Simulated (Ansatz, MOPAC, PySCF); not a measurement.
Pair of molecules: C2H2 (SMILES C#C) (first 4 atoms) with CH3Cl (SMILES CCl); geometry from B3LYP-D3(BJ)/def2-TZVP.
(charge 0, multiplicity 1):
```xyz
9

C      0.41052     0.07597     0.03502
C      0.55044    -0.81997    -0.74704
H      0.28304     0.85982     0.74465
H      0.67621    -1.60768    -1.44912
C     -0.30541    -0.74213     3.47662
Cl    -0.25631     1.05504     3.44667
H      0.45499    -1.08757     4.16997
H     -1.29411    -1.04564     3.80630
H     -0.10526    -1.10280     2.47218
```

Monomers are frozen at their geometry in the pair; levels with a basis set take the counterpoise correction.

Cores are frozen in the correlated methods. The state reached by PM3 isn't checked.

Programs: Ansatz (an electronic-structure program) with Gaussian orbitals; MOPAC for PM3 (differences of heats of formation); PySCF for the dispersion terms. 

### Question
One of these levels gives -2.19 kcal/mol for the interaction energy. Which one is it?
A. CCSD/aug-cc-pV(D+d)Z
B. PM3
C. revPBE-D4/def2-TZVPPD

### Answer
C, revPBE-D4/def2-TZVPPD. The others give -1.08 (PM3), -1.53 (CCSD/aug-cc-pV(D+d)Z)
